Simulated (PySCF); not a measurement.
[C3H2F2N2S2]+: g tensor and hyperfine couplings

C3H2F2N2S2 (charge +1 and doublet state).
Numbering: `[F:1][CH:2]([F:3])[S+:4][c:5]1[cH:6][n:7][s:8][n:9]1` (hydrogens: H10 on C2; H11 on C6)

Geometry (GFN2-xTB, Å), atoms numbered from 1 in this order:
```
atom  x, y, z in Å
F1     1.4827   -1.5414    0.3938
C2     1.9589   -0.3608    0.0125
F3     1.7393   -0.2201   -1.2907
S4     1.0206    0.9949    0.9308
C5    -0.5813    0.6658    0.4313
C6    -1.1289   -0.3536   -0.4522
N7    -2.4096   -0.2441   -0.5611
S8    -2.9613    1.0091    0.3405
N9    -1.5476    1.4538    0.9032
H10    3.0295   -0.2747    0.2444
H11   -0.5968   -1.1263   -0.9784
```

The hyperfine couplings belong to this conformer and change with its torsions.

Computed with UKS B3LYP, pcH-1 on C F H N S, non-relativistic, mean-field spin-orbit, GIAO (PySCF 2.14.0). Isolated species at its GFN2-xTB geometry (one conformer only). A GFN2-xTB geometry isn't a minimum of the functional, and hyperfine couplings can be far from their values at a DFT geometry, by a factor of two or more for some ions and for spin on atoms past the first row. Stability of the SCF solution: not tested.

```json
{"g1, g2, g3": "2.00266, 2.00970, 2.01423", "g_iso": "2.00887", "Form of g": "rhombic: the two nearest values differ by 39 % of g3 − g1", "⟨S²⟩": "0.7578 (exact 0.7500)", "α and β electrons": "42, 41", "HOMO–LUMO gap, α and β orbitals": "5.71, 2.52 eV", "Basis functions": "265"}
```

Hyperfine couplings atom by atom, in G; T1 to T3 are the principal values of the dipolar part; ρ(0) is the spin density at the nucleus (MHz turned into gauss with g_iso; 10 G = 1 mT):

```
atom  isotope  a_iso  of which spin–orbit     T1     T2    T3  Mulliken spin population  ρ(0) (bohr⁻³)
  F1      19F    2.2                 -0.1   -7.3   -6.1  13.4                      0.01         0.0015
  C2      13C   -2.4                  0.0   -0.3    0.1   0.2                     -0.01        -0.0061
  F3      19F    2.3                 -0.1   -7.3   -6.2  13.5                      0.01         0.0016
  S4      33S    6.8                 -0.1  -18.8  -17.6  36.4                      0.51         0.0560
  C5      13C   -0.1                  0.1   -4.1   -3.5   7.6                      0.07        -0.0007
  C6      13C    3.3                 -0.1   -4.4   -3.8   8.2                      0.13         0.0085
  N7      14N   -0.7                  0.0   -1.3    0.5   0.8                     -0.05        -0.0055
  S8      33S    4.2                 -0.1  -11.4  -10.7  22.1                      0.29         0.0352
  N9      14N    0.5                  0.1   -1.3   -1.1   2.3                      0.05         0.0043
 H10       1H   -0.9                  0.0   -1.0   -0.6   1.6                      0.00        -0.0005
 H11       1H   -4.0                  0.0   -1.8   -0.8   2.6                     -0.01        -0.0025
```

The largest Mulliken spin populations are on S4 (+0.51), S8 (+0.29), C6 (+0.13) and C5 (+0.07).

The SMILES `FC(F)[S+]c1cnsn1` draws the unpaired electron on S4, whose computed spin population is only +0.51.

Axes: g2 points within 1° of the C5–C6 bond.

Under fast tumbling the dipolar parts average out, and these isotropic splittings remain: 1 × 1H (H11, I = 1/2, 2 lines) with 0.40 mT, 2 × 19F (F1/F3, I = 1/2, 3 lines) with 0.23 mT, 1 × 1H (H10, I = 1/2, 2 lines) with 0.09 mT, 1 × 14N (N7, I = 1, 3 lines) with 0.07 mT and 1 × 14N (N9, I = 1, 3 lines) with 0.05 mT.

Class means assume fast exchange of nuclei equivalent by connectivity; if that motion is slow, each nucleus keeps its own coupling.

The 13C coupling of C6 (9.3 MHz) shows only in satellite lines or after enrichment, since that isotope makes up about 1.07 % of natural carbon.

The 33S coupling of S4 (19.0 MHz) shows only in satellite lines or after enrichment, since that isotope makes up about 0.76 % of natural sulfur.

Examples of negative spin density at the nucleus (bohr⁻³): C2 (-0.0061), N7 (-0.0055) and H11 (-0.0025).
